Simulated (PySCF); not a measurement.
# Atomic charges against the basis set

CH₉ClSi₃.
SMILES with atom numbers: `[SiH3:1][SiH:2]([SiH3:3])[CH2:4][Cl:5]` (hydrogens: H6, H7, H8 on Si1; H9 on Si2; H10, H11, H12 on Si3; H13, H14 on C4)

PBE0 throughout (PySCF), one geometry, spherical d and f functions. One conformer (not necessarily the lowest) at the PBE0-D3(BJ)/def2-SVP geometry, without solvent, vibrations or thermal averaging. Atoms taken as equivalent share a column and are averaged.

Mulliken charges (e):

| basis | functions | Si1/Si3 | Si2 | C4 | Cl5 | H6 (×6) | H9 | H13/H14 |
| --- | --- | --- | --- | --- | --- | --- | --- | --- |
| STO-3G | 50 | +0.347 | +0.337 | -0.274 | -0.174 | -0.112 | -0.108 | +0.100 |
| 6-31G | 79 | +0.285 | +0.280 | -0.805 | +0.021 | -0.081 | -0.069 | +0.246 |
| 6-31G* | 104 | +0.150 | +0.196 | -0.649 | -0.047 | -0.042 | -0.027 | +0.240 |
| def2-SVP | 131 | +0.177 | +0.090 | -0.257 | -0.150 | -0.044 | -0.014 | +0.119 |
| 6-311+G(2d,p) | 221 | +0.065 | +0.297 | -0.602 | +0.052 | -0.038 | -0.031 | +0.190 |
| def2-TZVP | 233 | +0.007 | +0.086 | -0.245 | -0.142 | -0.005 | +0.003 | +0.157 |

IAO charges (e):

```tsv
basis	functions	Si1/Si3	Si2	C4	Cl5	H6 (×6)	H9	H13/H14
STO-3G	50	+0.385	+0.334	-0.493	-0.087	-0.119	-0.098	+0.144
6-31G	79	+0.161	+0.278	-0.502	-0.097	-0.052	-0.049	+0.181
6-31G*	104	+0.264	+0.324	-0.501	-0.096	-0.086	-0.079	+0.171
def2-SVP	131	+0.272	+0.323	-0.493	-0.089	-0.090	-0.082	+0.166
6-311+G(2d,p)	221	+0.284	+0.337	-0.510	-0.099	-0.093	-0.086	+0.174
def2-TZVP	233	+0.289	+0.343	-0.514	-0.095	-0.095	-0.088	+0.174
```

Hirshfeld charges (e):

```csv
basis,functions,Si1/Si3,Si2,C4,Cl5,H6 (×6),H9,H13/H14
STO-3G,50,+0.249,+0.226,-0.008,-0.202,-0.081,-0.080,+0.026
6-31G,79,+0.179,+0.148,-0.102,-0.078,-0.062,-0.063,+0.055
6-31G*,104,+0.186,+0.145,-0.098,-0.080,-0.065,-0.064,+0.057
def2-SVP,131,+0.206,+0.173,-0.121,-0.050,-0.072,-0.074,+0.047
"6-311+G(2d,p)",221,+0.204,+0.163,-0.134,-0.049,-0.070,-0.069,+0.051
def2-TZVP,233,+0.200,+0.165,-0.132,-0.050,-0.070,-0.069,+0.052
```

ESP-fitted charges (e):

| basis | functions | Si1/Si3 | Si2 | C4 | Cl5 | H6 (×6) | H9 | H13/H14 |
| --- | --- | --- | --- | --- | --- | --- | --- | --- |
| STO-3G | 50 | +0.152 | +0.219 | -0.157 | -0.213 | -0.052 | -0.056 | +0.108 |
| 6-31G | 79 | +0.127 | +0.223 | -0.368 | -0.154 | -0.047 | -0.058 | +0.193 |
| 6-31G* | 104 | +0.053 | +0.304 | -0.528 | -0.099 | -0.030 | -0.065 | +0.231 |
| def2-SVP | 131 | +0.048 | +0.273 | -0.492 | -0.078 | -0.028 | -0.058 | +0.214 |
| 6-311+G(2d,p) | 221 | +0.029 | +0.323 | -0.589 | -0.079 | -0.023 | -0.062 | +0.244 |
| def2-TZVP | 233 | +0.034 | +0.313 | -0.538 | -0.083 | -0.025 | -0.065 | +0.228 |

Some averages cover members that differ in this geometry, most widely: Si1/Si3, ESP-fitted in STO-3G +0.131 to +0.174; Si1/Si3, ESP-fitted in 6-31G +0.108 to +0.146; Si1/Si3, Mulliken in 6-31G +0.270 to +0.299; Si1/Si3, Mulliken in 6-311+G(2d,p) +0.052 to +0.077 e.

Task: Which scheme is steadiest as the basis changes?

Result: Largest range over the bases for any column: Hirshfeld 0.15 e, IAO 0.22 e, ESP-fitted 0.43 e, Mulliken 0.56 e. Hirshfeld charges move least and Mulliken charges most, counted in e. Without the minimal STO-3G basis the ranges are Hirshfeld 0.04, IAO 0.13, ESP-fitted 0.22, Mulliken 0.56 e.

Task: How much do the charges still move between the two largest bases, 6-311+G(2d,p) and def2-TZVP?

Result: At most, over all atoms: Mulliken 0.357 e, IAO 0.005 e, Hirshfeld 0.004 e, ESP-fitted 0.051 e.

Task: What do the same runs give for the total energy, the frontier levels and the dipole moment?

Result: 
```csv
basis,energy (Eh),HOMO (eV),LUMO (eV),μ (D)
STO-3G,-1356.1399,-5.74,4.43,2.28
6-31G,-1371.4363,-7.93,-0.12,1.87
6-31G*,-1371.5394,-7.83,-0.37,1.61
def2-SVP,-1371.1669,-7.83,-0.37,1.37
"6-311+G(2d,p)",-1371.6683,-7.89,-0.74,1.50
def2-TZVP,-1371.6728,-7.86,-0.64,1.44
```

The dipole is fixed by the density alone, so its range of 0.91 D shows that the density itself changes with the basis, not only its division among atoms.
